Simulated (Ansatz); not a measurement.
Cu(NH3)F (CuNFH₃). The state is a singlet with charge 0. Geometry PBE-D4/def2-TZVP, basis def2-TZVP, Ansatz.

```xyz
6

Cu   -1.006   -0.564   -0.158
N     0.641    0.359    0.101
H     1.242    0.296   -0.727
H     1.168   -0.027    0.891
H     0.488    1.355    0.292
F    -2.532   -1.419   -0.399
```

| run | HOMO (eV) | LUMO (eV) |
| --- | --- | --- |
| A | -5.09 | -1.47 |
| B | -4.81 | -1.54 |
| C | -6.37 | -0.76 |
| D | -5.06 | -1.01 |
| E | -7.83 | -0.19 |
| F | -4.91 | -1.59 |

Problem. The runs used B97M-V, BHLYP, PBE, PBE0, r2SCAN, revPBE. Estimate which is which.

Solution. A B97M-V (0 % exact exchange); B revPBE (0 % exact exchange); C PBE0 (25 % exact exchange); D r2SCAN (0 % exact exchange); E BHLYP (50 % exact exchange); F PBE (0 % exact exchange). Exact exchange lowers occupied and raises empty levels; among semilocal functionals meta-GGAs tend to open the gap a little, and such runs are hard to tell apart. The gap grows from 3.27 eV (revPBE) to 7.63 eV (BHLYP).
